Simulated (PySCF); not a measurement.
# Working with the constants of KS⁻

UHF-CCSD(T) constants of KS⁻, ³Π (triplet), unpaired electrons σ ↑, π ↑ (PySCF, no relativity, basis sets K def2-SVPD, S def2-SVPD; masses 38.9637 and 31.9721 u):

| Item | Value |
| --- | --- |
| ωe | 182.3 cm⁻¹ |
| ωexe | 1.19 cm⁻¹ |
| Be | 0.10136 cm⁻¹ |
| αe | 0.000877 cm⁻¹ |

Task: What force constant and bond length do these constants imply?

Result: Reduced mass μred = 17.562 u; k = 5.8918×10⁻⁷·μred·ωe² (u, cm⁻¹, mdyn/Å) = 0.344 mdyn/Å; Re = √(16.8576/(μred·Be)) (u, cm⁻¹, Å) = 3.077 Å.

Task: Estimate the centrifugal constant D from the Kratzer relation and find the Dunham coefficient a1.

Result: D = 4Be³/ωe² = 1.25e-07 cm⁻¹; a1 = −1 − αeωe/(6Be²) = -3.59.

Correlated steps freeze 10 core orbitals. The state is the lowest determinant that a PBE0 search found; another state may lie lower at other levels.
